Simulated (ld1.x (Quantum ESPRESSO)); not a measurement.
Reading a pseudo-wave (B (Z = 5))

Columns: radius, all-electron u(r) and pseudo u(r) of the 2p shell (level -3.72 eV) of boron in the configuration [He] 2s2 2p1; LDA (PZ), scalar-relativistic, TM scheme, ld1.x (Quantum ESPRESSO) 7.5.

```csv
r (bohr),all-electron,pseudo
0.125,0.0405,0.0155
0.250,0.1238,0.0603
0.375,0.2176,0.1297
0.500,0.3074,0.2162
0.625,0.3869,0.3110
0.750,0.4541,0.4045
0.875,0.5087,0.4884
1.000,0.5514,0.5566
1.125,0.5831,0.6061
1.250,0.6049,0.6368
1.375,0.6182,0.6510
1.500,0.6242,0.6524
1.625,0.6242,0.6450
1.750,0.6192,0.6324
1.875,0.6101,0.6172
2.000,0.5979,0.6009
2.125,0.5831,0.5840
2.250,0.5664,0.5666
2.375,0.5483,0.5483
2.500,0.5292,0.5292
2.625,0.5094,0.5094
2.750,0.4891,0.4891
2.875,0.4687,0.4687
3.000,0.4484,0.4484
3.125,0.4282,0.4282
3.250,0.4083,0.4083
```

(1) How many radial nodes do the two functions have?

(2) At about which radius was the pseudo-wave matched?

(3) Where does each function peak?

(4) Is the pseudo-wave norm-conserving?

## Answers

(1) The all-electron 2p function has n − l − 1 = 0; the pseudo-wave has 0.

(2) 2.50 bohr. The columns agree to 0.0005 from 2.25 bohr on; several derivatives are matched, so the curves merge somewhat inside the radius.

(3) Outermost all-electron maximum near 1.50 bohr, pseudo maximum near 1.50 bohr (to the table’s step).

(4) Yes: the TM scheme keeps the norm inside the radius equal to the all-electron one, which fixes the energy derivative of the logarithmic derivative at the level.
